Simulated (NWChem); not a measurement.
Si₂H₅, doublet; SMILES [SiH2][SiH3]

```xyz
7

Si     0.0637    -1.2099     0.0000
Si     0.0071     1.1220     0.0000
H     -0.5134    -1.8424     1.2267
H     -0.5134    -1.8424    -1.2267
H      0.7129     1.6262    -1.2172
H      0.7129     1.6262     1.2172
H     -1.3894     1.6641     0.0000
```
Atoms are numbered in this order, from 1.

Computed with NWChem. Spin-unrestricted. All runs use the structure optimised with PBE0/def2-SVP, spin-unrestricted. No stability test was run on the SCF state. Vertical excitations in the gas phase; the lowest state need not have the same character in each row. Excited states of an open shell can be spin-contaminated.

For level LDA (Slater exchange, VWN5)/def2-SVP, TDA:

```
Property                                                     Result
-----------------------------------------------------------  ------
lowest excitation (eV)                                         3.58
lowest empty minus highest occupied level, either spin (eV)    1.18
```

### Question
How do the values read with level LRC-wPBEh/def2-SVP, TDA instead?

### Answer
The lowest excitation (eV) comes out as 4.20 and the lowest empty minus highest occupied level, either spin (eV) is 7.13.
